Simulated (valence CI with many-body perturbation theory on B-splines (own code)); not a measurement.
Energy levels of Ho17+

Level of theory: relativistic CI+MBPT: four valence electrons over a frozen Dirac-Fock core [Kr] 4d10, radial functions for each j: 8 s, 8 p, 9 d, 9 f, 6 g, 3 h, 2 i, with the one-electron correlation potential Σ1 (screened to all orders), the two-electron term Σ2, the three-electron term Σ3, Breit, model QED; selected single and double excitations, second order for the rest (own B-spline code, finite nucleus).

No measured spectrum was set against this ion. As an estimate, terms of the open shell hold to a few per cent of their energy, and close levels can change places. Core correlation moves these levels by up to 3400 cm⁻¹, and in measured spectra 5 to 20 % of such shifts remained as error; rates that hang on mixing are uncertain with them. Only levels of the ground parity were solved; by the run's estimate the other parity begins above the list, which can be wrong where configurations are misplaced.

Levels 46 to 63 of 63, with energies above the lowest level, 4f4 5I_4. "Leading %" is the weight of the configuration and term that name the level; weights of strongly mixed levels are sums over their largest components and can fall short. In the jj column 3d3/2^4 stands for four electrons in 3d with j = 3/2. Lifetimes count E1, E2, E3, M1 and M2 decay at the calculated energies, and are blank where another channel may lead or the interval is too uncertain; long ones can be off by a factor of two.

| No. | Configuration | Term | J | E (cm⁻¹) | Leading % | Second component | Leading jj | Lifetime |
| --- | --- | --- | --- | --- | --- | --- | --- | --- |
| 46 | 4f4 | 5D | 1 | 64012 | 79 | 12 % 4f4 3D | 4f5/2^3 4f7/2 (55 %) | 39.1 ms |
| 47 | 4f4 | 5D | 2 | 66905 | 85 | 8 % 4f4 3F | 4f5/2^2 4f7/2^2 (64 %) | 44.1 ms |
| 48 | 4f4 | 1L | 8 | 68404 | 49 | 23 % 4f4 3M | 4f7/2^4 (49 %) | 9.68 ms |
| 49 | 4f4 | 3F | 3 | 68925 | 45 | 44 % 4f4 5D | 4f5/2 4f7/2^3 (47 %) | 20.1 ms |
| 50 | 4f4 | 5D | 4 | 69348 | 57 | 24 % 4f4 3F | 4f5/2^3 4f7/2 (48 %) | 45.3 ms |
| 51 | 4f4 | 3F | 3 | 70543 | 54 | 39 % 4f4 5D | 4f5/2 4f7/2^3 (52 %) | 14.1 ms |
| 52 | 4f4 | 1G | 4 | 71980 | 51 | 26 % 4f4 3H | 4f5/2 4f7/2^3 (50 %) | 10.8 ms |
| 53 | 4f4 | 1I | 6 | 73519 | 52 | 36 % 4f4 3H | 4f5/2^2 4f7/2^2 (54 %) | 15.9 ms |
| 54 | 4f4 | 3H | 4 | 75161 | 38 | 26 % 4f4 1G | 4f5/2^2 4f7/2^2 (53 %) | 20.0 ms |
| 55 | 4f4 | 1D | 2 | 76636 | 52 | 26 % 4f4 3D | 4f7/2^4 (66 %) | 8.44 ms |
| 56 | 4f4 | 3H | 5 | 77063 | 79 | 15 % 4f4 1H | 4f5/2^2 4f7/2^2 (80 %) | 24.2 ms |
| 57 | 4f4 | 1H | 5 | 78497 | 41 | 36 % 4f4 3G | 4f5/2^2 4f7/2^2 (27 %) | 8.77 ms |
| 58 | 4f4 | 3F | 4 | 79450 | 80 | 9 % 4f4 3G | 4f5/2 4f7/2^3 (40 %) | 9.64 ms |
| 59 | 4f4 | 1K | 7 | 80144 | 82 | 13 % 4f4 3I | 4f5/2 4f7/2^3 (70 %) | 14.3 ms |
| 60 | 4f4 | 3H | 6 | 83570 | 59 | 35 % 4f4 1I | 4f5/2 4f7/2^3 (68 %) | 17.8 ms |
| 61 | 4f4 | 1D | 2 | 83729 | 74 | 17 % 4f4 3F | 4f5/2 4f7/2^3 (52 %) | 7.27 ms |
| 62 | 4f4 | 3G | 3 | 84051 | 73 | 23 % 4f4 3F | 4f5/2^2 4f7/2^2 (67 %) | 20.5 ms |
| 63 | 4f4 | 3G | 4 | 85113 | 35 | 28 % 4f4 3H | 4f5/2 4f7/2^3 (52 %) | 14.7 ms |

Names give the largest LS component (configuration and term), which can be under half, so a name can repeat, a term be missing and a line seem to break the LS rules; names also repeat where a configuration has a term twice.

Where two levels of one J and parity lie close, their mixing, g and order are uncertain.
